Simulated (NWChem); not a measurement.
System: 1-butanol (C4H10O); SMILES CCCCO

The following NWChem deck was run.

```
start job
memory heap 200 mb stack 900 mb global 1100 mb
geometry units angstroms
  C     -2.574044    -0.111864     0.110670
  C     -1.245798    -0.060132    -0.634045
  C     -0.064597     0.000021     0.329082
  C      1.271353     0.053641    -0.403617
  O      2.305837     0.104542     0.556102
  H     -2.617532    -0.991241     0.750689
  H     -3.404567    -0.155354    -0.590066
  H     -2.695577     0.769965     0.733885
  H     -1.227929     0.815890    -1.285229
  H     -1.149870    -0.945623    -1.268421
  H     -0.143838     0.884450     0.963534
  H     -0.065863    -0.875195     0.980323
  H      1.304031     0.939218    -1.054417
  H      1.382879    -0.840111    -1.037440
  H      3.155035     0.139459     0.104766
end
basis spherical
  C library 6-31g*
  O library 6-31g*
  H library 6-31g*
end
dft
  xc xpbe96 cpbe96
  iterations 150
end
driver
  maxiter 150
end
task dft optimize
```

NWChem printed, in part:

```
             Northwest Computational Chemistry Package (NWChem) 7.3.0
             --------------------------------------------------------

 C1  symmetry detected

                             Geometry "geometry" -> ""
                             -------------------------

 Output coordinates in angstroms (scale by  1.889725989 to convert to a.u.)

  No.       Tag          Charge          X              Y              Z
 ---- ---------------- ---------- -------------- -------------- --------------
    1 C                    6.0000     0.33706107    -2.49294365     0.00032723
    2 C                    6.0000    -0.51457553    -1.22952433    -0.00056522
    3 C                    6.0000     0.34795932     0.02845030     0.00056116
    4 C                    6.0000    -0.49233117     1.30061259     0.00112716
    5 O                    8.0000     0.37888560     2.41182237    -0.00053835
    6 H                    1.0000     0.97507157    -2.52248252    -0.88108612
    7 H                    1.0000    -0.29287090    -3.37943856    -0.00148202
    8 H                    1.0000     0.97159660    -2.52360967     0.88192455
    9 H                    1.0000    -1.16161052    -1.22655990     0.87870230
   10 H                    1.0000    -1.15813391    -1.22543206    -0.88461571
   11 H                    1.0000     0.99021152     0.04093124     0.88281933
   12 H                    1.0000     0.99368337     0.04205656    -0.87862870
   13 H                    1.0000    -1.14016919     1.31877576     0.88928881
   14 H                    1.0000    -1.13665837     1.31991443    -0.89186342
   15 H                    1.0000    -0.14088711     3.22169630     0.00054575

 Effective nuclear repulsion energy (a.u.)     185.5846923707

                                Z-matrix (autoz)
                                --------

 Units are Angstrom for bonds and degrees for angles

      Type          Name      I     J     K     L     M      Value
      ----------- --------  ----- ----- ----- ----- ----- ----------
    1 Stretch                  1     2                       1.52365
    2 Stretch                  1     6                       1.08849
    3 Stretch                  1     7                       1.08752
    4 Stretch                  1     8                       1.08664
    5 Stretch                  2     3                       1.52528
    6 Stretch                  2     9                       1.09168
    7 Stretch                  2    10                       1.09349
    8 Stretch                  3     4                       1.52463
    9 Stretch                  3    11                       1.09134
   10 Stretch                  3    12                       1.09093
   11 Stretch                  4     5                       1.41202
   12 Stretch                  4    13                       1.09948
   13 Stretch                  4    14                       1.10135
   14 Stretch                  5    15                       0.96232
   15 Bend                     1     2     3               111.58050
   16 Bend                     1     2     9               109.45480
   17 Bend                     1     2    10               109.42268
   18 Bend                     2     1     6               110.46579
   19 Bend                     2     1     7               110.61995
   20 Bend                     2     1     8               110.50366
   21 Bend                     2     3     4               112.11777
   22 Bend                     2     3    11               110.04888
   23 Bend                     2     3    12               110.14578
   24 Bend                     3     2     9               109.41031
   25 Bend                     3     2    10               109.28838
   26 Bend                     3     4     5               108.45699
   27 Bend                     3     4    13               109.80569
   28 Bend                     3     4    14               109.67975
   29 Bend                     4     3    11               108.33097
   30 Bend                     4     3    12               108.42830
   31 Bend                     4     5    15               109.21041
   32 Bend                     5     4    13               110.57922
   33 Bend                     5     4    14               110.25619
   34 Bend                     6     1     7               108.42405
   35 Bend                     6     1     8               108.29563
   36 Bend                     7     1     8               108.45667
   37 Bend                     9     2    10               107.59727
   38 Bend                    11     3    12               107.63999
   39 Bend                    13     4    14               108.05767
   40 Torsion                  1     2     3     4        -179.94141
   41 Torsion                  1     2     3    11         -59.29723
   42 Torsion                  1     2     3    12          59.22399
   43 Torsion                  2     3     4     5        -179.88463
   44 Torsion                  2     3     4    13          59.18073
   45 Torsion                  2     3     4    14         -59.42005
   46 Torsion                  3     2     1     6         -59.88761
   47 Torsion                  3     2     1     7        -179.94430
   48 Torsion                  3     2     1     8          59.93354
   49 Torsion                  3     4     5    15        -179.95308
   50 Torsion                  4     3     2     9         -58.66790
   51 Torsion                  4     3     2    10          58.90777
   52 Torsion                  5     4     3    11          58.48151
   53 Torsion                  5     4     3    12         -58.06257
   54 Torsion                  6     1     2     9         178.86474
   55 Torsion                  6     1     2    10          61.18504
   56 Torsion                  7     1     2     9          58.80805
   57 Torsion                  7     1     2    10         -58.87166
   58 Torsion                  8     1     2     9         -61.31411
   59 Torsion                  8     1     2    10        -178.99381
   60 Torsion                  9     2     3    11          61.97628
   61 Torsion                  9     2     3    12        -179.50251
   62 Torsion                 10     2     3    11         179.55195
   63 Torsion                 10     2     3    12         -61.92683
   64 Torsion                 11     3     4    13         -62.45313
   65 Torsion                 11     3     4    14         178.94609
   66 Torsion                 12     3     4    13        -178.99722
   67 Torsion                 12     3     4    14          62.40201
   68 Torsion                 13     4     5    15         -59.49767
   69 Torsion                 14     4     5    15          59.94097

  pbe96 is a nonlocal functional; adding pw91lda local functional.

                           NWChem Geometry Optimization
                           ----------------------------

 maximum gradient threshold         (gmax) =   0.000450
 rms gradient threshold             (grms) =   0.000300
 maximum cartesian step threshold   (xmax) =   0.001800
 rms cartesian step threshold       (xrms) =   0.001200
 fixed trust radius                (trust) =   0.300000
 source of zmatrix                         =   autoz

          -------------------
          Energy Minimization
          -------------------

 Using diagonal initial Hessian
 Scaling for Hessian diagonals: bonds = 1.00  angles = 0.25  torsions = 0.10

          --------
          Step   0

                                 NWChem DFT Module
                                 -----------------

[...]

      ----------------------
      Optimization converged
      ----------------------

  Step       Energy      Delta E   Gmax     Grms     Xrms     Xmax
  ---- ---------------- -------- -------- -------- -------- --------
@    6    -233.33832811  1.8D-08  0.00003  0.00001  0.00011  0.00022
                                     ok       ok       ok       ok

                                Z-matrix (autoz)
                                --------

 Units are Angstrom for bonds and degrees for angles

      Type          Name      I     J     K     L     M      Value     Gradient
      ----------- --------  ----- ----- ----- ----- ----- ---------- ----------
    1 Stretch                  1     2                       1.53325   -0.00001
    2 Stretch                  1     6                       1.10466    0.00001
    3 Stretch                  1     7                       1.10363    0.00001
    4 Stretch                  1     8                       1.10466    0.00001
    5 Stretch                  2     3                       1.53463    0.00001
    6 Stretch                  2     9                       1.10772    0.00000
    7 Stretch                  2    10                       1.10771    0.00000
    8 Stretch                  3     4                       1.52535   -0.00003
    9 Stretch                  3    11                       1.10660    0.00000
   10 Stretch                  3    12                       1.10661    0.00000
   11 Stretch                  4     5                       1.42802   -0.00003
   12 Stretch                  4    13                       1.11349    0.00001
   13 Stretch                  4    14                       1.11350    0.00001
   14 Stretch                  5    15                       0.97764    0.00002
   15 Bend                     1     2     3               112.90536    0.00000
   16 Bend                     1     2     9               109.45053   -0.00000
   17 Bend                     1     2    10               109.45005   -0.00000
   18 Bend                     2     1     6               111.12950   -0.00000
   19 Bend                     2     1     7               111.51946    0.00000
   20 Bend                     2     1     8               111.12953   -0.00000
   21 Bend                     2     3     4               113.09603   -0.00000
   22 Bend                     2     3    11               110.09785   -0.00000
   23 Bend                     2     3    12               110.09362   -0.00000
   24 Bend                     3     2     9               109.40593   -0.00000
   25 Bend                     3     2    10               109.40451   -0.00000
   26 Bend                     3     4     5               107.99720   -0.00001
   27 Bend                     3     4    13               109.48375    0.00000
   28 Bend                     3     4    14               109.48769    0.00001
   29 Bend                     4     3    11               108.43434    0.00000
   30 Bend                     4     3    12               108.43383    0.00000
   31 Bend                     4     5    15               107.06126    0.00000
   32 Bend                     5     4    13               111.48047    0.00000
   33 Bend                     5     4    14               111.48172    0.00001
   34 Bend                     6     1     7               107.71999   -0.00000
   35 Bend                     6     1     8               107.43416   -0.00000
   36 Bend                     7     1     8               107.72005   -0.00000
   37 Bend                     9     2    10               105.98968    0.00000
   38 Bend                    11     3    12               106.44647    0.00000
   39 Bend                    13     4    14               106.89232   -0.00001
   40 Torsion                  1     2     3     4        -179.97251    0.00000
   41 Torsion                  1     2     3    11         -58.49903    0.00000
   42 Torsion                  1     2     3    12          58.55774    0.00000
   43 Torsion                  2     3     4     5        -179.98006   -0.00000
   44 Torsion                  2     3     4    13          58.46291   -0.00000
   45 Torsion                  2     3     4    14         -58.41915    0.00000
   46 Torsion                  3     2     1     6         -59.81172    0.00000
   47 Torsion                  3     2     1     7         179.98062   -0.00000
   48 Torsion                  3     2     1     8          59.77286   -0.00000
   49 Torsion                  3     4     5    15        -179.86394    0.00001
   50 Torsion                  4     3     2     9         -57.82398    0.00000
   51 Torsion                  4     3     2    10          57.88059    0.00000
   52 Torsion                  5     4     3    11          57.61372    0.00000
   53 Torsion                  5     4     3    12         -57.57961   -0.00000
   54 Torsion                  6     1     2     9         178.06480    0.00000
   55 Torsion                  6     1     2    10          62.30961   -0.00000
   56 Torsion                  7     1     2     9          57.85713    0.00000
   57 Torsion                  7     1     2    10         -57.89805   -0.00000
   58 Torsion                  8     1     2     9         -62.35062   -0.00000
   59 Torsion                  8     1     2    10        -178.10581   -0.00000
   60 Torsion                  9     2     3    11          63.64950    0.00000
   61 Torsion                  9     2     3    12        -179.29374   -0.00000
   62 Torsion                 10     2     3    11         179.35407    0.00000
   63 Torsion                 10     2     3    12         -63.58916    0.00000
   64 Torsion                 11     3     4    13         -63.94330    0.00000
   65 Torsion                 11     3     4    14         179.17463    0.00001
   66 Torsion                 12     3     4    13        -179.13663   -0.00001
   67 Torsion                 12     3     4    14          63.98131    0.00000
   68 Torsion                 13     4     5    15         -59.55148    0.00001
   69 Torsion                 14     4     5    15          59.81796   -0.00000

                         Geometry "geometry" -> "geometry"
                         ---------------------------------

 Output coordinates in angstroms (scale by  1.889725989 to convert to a.u.)

  No.       Tag          Charge          X              Y              Z
 ---- ---------------- ---------- -------------- -------------- --------------
    1 C                    6.0000     0.33613300    -2.51217815     0.00001466
    2 C                    6.0000    -0.50826696    -1.23239423    -0.00158865
    3 C                    6.0000     0.34271735     0.04467715     0.00030295
    4 C                    6.0000    -0.49308922     1.32065180    -0.00060975
    5 O                    8.0000     0.40125895     2.43392732     0.00082019
    6 H                    1.0000     0.98974362    -2.55911336    -0.88929530
    7 H                    1.0000    -0.29788817    -3.41551600    -0.00104215
    8 H                    1.0000     0.98657707    -2.55897283     0.89165206
    9 H                    1.0000    -1.17682253    -1.23048289     0.88162592
   10 H                    1.0000    -1.17314050    -1.23028265    -0.88757062
   11 H                    1.0000     1.00362115     0.05991051     0.88773859
   12 H                    1.0000     1.00649279     0.06053270    -0.88498254
   13 H                    1.0000    -1.15737632     1.33013804     0.89297691
   14 H                    1.0000    -1.15500849     1.33049984    -0.89596029
   15 H                    1.0000    -0.14771937     3.24287161     0.00243478

 Effective nuclear repulsion energy (a.u.)     183.8937232408

                Final and change from initial internal coordinates
                --------------------------------------------------

                                Z-matrix (autoz)
                                --------

 Units are Angstrom for bonds and degrees for angles

[...]
```

Level: PBE/6-31G* (spherical d).
